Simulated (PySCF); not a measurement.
## Spin–spin coupling constants

Geometry:
```csv
atom,x (Å),y (Å),z (Å)
C1,0.564,2.681,0.483
C2,-0.771,2.402,0.493
C3,-0.957,0.958,0.299
C4,-2.032,0.094,0.221
C5,-1.782,-1.292,0.020
C6,-0.504,-1.809,-0.099
C7,0.623,-0.942,-0.022
C8,2.002,-1.283,-0.120
C9,2.966,-0.296,-0.020
C10,2.641,1.075,0.182
C11,1.312,1.434,0.281
C12,0.341,0.410,0.175
H13,1.011,3.668,0.603
H14,-1.575,3.126,0.624
H15,-3.062,0.449,0.309
H16,-2.636,-1.971,-0.042
H17,-0.360,-2.881,-0.253
H18,2.298,-2.324,-0.274
H19,4.020,-0.575,-0.097
H20,3.444,1.813,0.255
```

Indirect spin–spin couplings were computed at B3LYP/pcJ-1 (without the spin–dipole term) (PySCF 2.14.0 with density-fitted response routines) on a PBE0-D3(BJ)/def2-SVP structure, for the isolated molecule, without vibrational or relativistic corrections. Couplings are averaged over pairs made equivalent by symmetry, fast rotation or ring inversion, so a value needn't be that of the named pair in this geometry, while other rotamers aren't included; one pair stands for each set, and the list holds those of at least 1.5 Hz over up to four bonds, among pairs with at least one H atom (others weren't computed).

Isotopes: $^{13}$C, $^{1}$H.

| pair | bonds | J (Hz) |
| --- | --- | --- |
| C1, H13 | 1 | 177.2 |
| C4, H15 | 1 | 166.0 |
| C5, H16 | 1 | 165.7 |
| C6, H17 | 1 | 167.0 |
| C1, H14 | 2 | ? |
| C3, H14 | 2 | ? |
| C4, H16 | 2 | ? |
| C5, H15 | 2 | 2.6 |
| C5, H17 | 2 | 1.8 |
| C7, H17 | 2 | 2.0 |
| C1, H20 | 3 | 3.9 |
| C3, H13 | 3 | 11.2 |
| C3, H16 | 3 | 8.2 |
| C4, H17 | 3 | ? |
| C6, H15 | 3 | 7.1 |
| C6, H18 | 3 | 4.4 |
| C7, H16 | 3 | 9.2 |
| C12, H13 | 3 | 6.0 |
| C12, H15 | 3 | 7.3 |
| C12, H17 | 3 | ? |
| H13, H14 | 3 | 6.2 |
| H15, H16 | 3 | ? |
| H16, H17 | 3 | ? |
| C3, H17 | 4 | ? |

Estimate the withheld couplings, with signs.

Answers


- $^{2}J$(C1,H14) = 4.2 Hz (angle at C2 126°)
- $^{2}J$(C3,H14) = 6.7 Hz (angle at C2 125°)
- $^{2}J$(C4,H16) = 2.1 Hz (angle at C5 118°)
- $^{3}J$(C4,H17) = 9.0 Hz (dihedral angle 180°)
- $^{3}J$(C12,H17) = 6.5 Hz (dihedral angle 180°)
- $^{3}J$(H15,H16) = 7.7 Hz (dihedral angle 0°)
- $^{3}J$(H16,H17) = 9.1 Hz (dihedral angle 0°)
- $^{4}J$(C3,H17) = -1.7 Hz
